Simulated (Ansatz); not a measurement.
Z-matrix (Å, degrees):
```
N
B 1 1.614
H 1 1.018 2 109.8
H 1 1.018 2 109.8 3 -120.0
H 1 1.018 2 109.8 3 120.0
Cl 2 1.827 1 105.1 3 60.0
Cl 2 1.827 1 105.1 3 -60.0
Cl 2 1.827 1 105.1 3 180.0
```

Total charge 0; spin multiplicity 1.

Question: List the PBE0/def2-TZVPP orbital energies in eV (Ansatz 0.2.0). (Best estimate.)

Answer: Ansatz gave: Occupied: -2766.81, -2766.81, -2766.81, -394.60, -258.68, -258.68, -258.68, -196.96, -196.96, -196.96, -196.82, -196.82, -196.82, -196.81, -196.81, -196.81, -187.62, -27.90, -23.48, -22.33, -22.33, -16.57, -16.57, -15.57, -12.55, -11.33, -11.33, -9.10, -9.10, -9.02, -8.50, -8.50, -8.03. Lowest empty: -0.28, 1.37, 1.37, 2.00, 2.57, 2.77, 2.77, 4.22.
